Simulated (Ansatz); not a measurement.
Coupled-cluster diagnostics for AlSi₆ (the lowest doublet isomer of a short search), Ansatz.

Geometry of the doublet (B3LYP-D4/def2-SVP):

Cartesian coordinates in Å:
```
Al -0.630 -1.717 -0.265
Si 1.381 1.920 0.302
Si 1.031 -0.081 1.492
Si -0.923 -1.102 2.066
Si -0.883 -0.440 -2.315
Si 1.059 0.359 -1.430
Si -1.035 1.061 0.151
```

Correlated methods freeze 35 core orbitals. Another isomer (doublet) lies 0.20 eV lower at PBE0-D4/def2-TZVP; other spin states weren't run for this one.

Task: Estimate the CCSD(T) correlation energy, the shares of MP2 and (T), T1 and the reference's ⟨S²⟩ for: charge 0, doublet, own geometry in def2-SVP; and the rough time on 4 threads of Intel Xeon on a shared host.

Result: 
| state | basis | correlation (eV) | MP2 share (%) | (T) share (%) | T1 | ⟨S²⟩ (pure) | wall time |
| --- | --- | --- | --- | --- | --- | --- | --- |
| charge 0, doublet, own geometry | def2-SVP | -19.159 | 89.2 | 8.2 | 0.030 | 0.84 (0.75) | 35 s |
Customary marks for T1 are 0.02 (closed shells), 0.045 (open shells) and about 0.05 (3d metals). T1 exceeds 0.02 in 1 of 1 rows and 0.045 in 0; the higher it lies, the less the single-reference result can be trusted.
